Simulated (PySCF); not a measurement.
Compound: 4-bromostyrene, C₈H₇Br.
Numbering: `[CH2:1]=[CH:2][c:3]1[cH:4][cH:5][c:6]([Br:7])[cH:8][cH:9]1` (hydrogens: H10, H11 on C1; H12 on C2; H13 on C4; H14 on C5; H15 on C8; H16 on C9)

Structure used (PBE0-D3(BJ)/def2-SVP), in Å, numbered top down from 1:
```xyz
16
C8H7Br angstrom
C      3.656    0.594    0.607
C      2.709   -0.343    0.473
C      1.263   -0.134    0.345
C      0.421   -1.247    0.204
C     -0.958   -1.109    0.078
C     -1.516    0.167    0.093
Br    -3.384    0.373   -0.075
C     -0.706    1.295    0.233
C      0.668    1.139    0.357
H      3.426    1.662    0.635
H      4.709    0.317    0.694
H      3.021   -1.393    0.452
H      0.859   -2.248    0.191
H     -1.597   -1.987   -0.032
H     -1.154    2.290    0.243
H      1.289    2.030    0.465
```

Computed with PySCF at B3LYP/def2-SVPD, non-relativistic, on one gas-phase PBE0-D3(BJ)/def2-SVP geometry that isn't relaxed in the solvent. The solvent is an IEF-PCM continuum (cavity from Bondi-type radii × 1.2). The model holds no explicit solvent molecules, cavitation or dispersion. Spin–orbit coupling is left out although an atom past zinc is present.

Gas phase at B3LYP/def2-SVPD: HOMO -6.43 eV, LUMO -1.62 eV, dipole 1.62 D.

**Question.** What does the continuum do to the energy, the frontier levels and the dipole at B3LYP/def2-SVPD in chloroform and dimethylsulfoxide?

**Answer.** 
| solvent | ε | E(solvent) − E(gas) (kcal/mol) | polarisation term (kcal/mol) | distortion of the solute (kcal/mol) | HOMO (eV) | LUMO (eV) | dipole (D) |
| --- | --- | --- | --- | --- | --- | --- | --- |
| chloroform | 4.711 | -2.48 | -2.72 | 0.24 | -6.38 | -1.54 | 2.05 |
| dimethylsulfoxide | 46.83 | -3.56 | -4.06 | 0.50 | -6.39 | -1.53 | 2.21 |

Polarisation term: ½ Σ q·V over the induced surface charges. Distortion: the rise of the solute's own energy as its density leaves the gas-phase optimum. From chloroform to dimethylsulfoxide the lowering changes by a factor 1.44, Onsager's factor (ε − 1)/(2ε + 1) by 1.36 and ε itself by 9.9.

**Question.** Which radius a makes the point-dipole formula ΔE = −[(ε − 1)/(2ε + 1)]·μ²/a³ give the value in dimethylsulfoxide, with the gas-phase dipole?

**Answer.** μ = 0.637 au and |ΔE| = 0.00568 Eh give a = 1.72 Å; the farthest nucleus lies 4.21 Å from the centroid of the nuclei, so such a sphere wouldn't even hold the nuclei. The formula assumes a rigid point dipole at the centre of a sphere.

**Question.** Give the dipole vector in the frame of the coordinates (D, pointing from negative to positive charge), gas and dimethylsulfoxide.

**Answer.** Gas (1.60, -0.18, 0.14), solvent (2.19, -0.24, 0.20). Its length changes by +36 % and its direction by less than 1°.

**Question.** How does the static polarisability (B3LYP/def2-SVPD, frozen core, with the continuum's full static response) change?

**Answer.** 
| medium | isotropic (au) | principal values (au) | ⟨r²⟩ of the electrons (bohr²) |
| --- | --- | --- | --- |
| gas | 125.4 | 68.8, 111.0, 196.4 | 2343.5 |
| chloroform | 161.8 | 87.0, 146.8, 251.6 | 2342.5 |
| dimethylsulfoxide | 179.8 | 99.5, 165.9, 273.8 | 2342.1 |

The isotropic value in dimethylsulfoxide is 1.43 times the gas-phase one; no cavity-field correction is applied. ⟨r²⟩ is taken about the centre of nuclear charge.
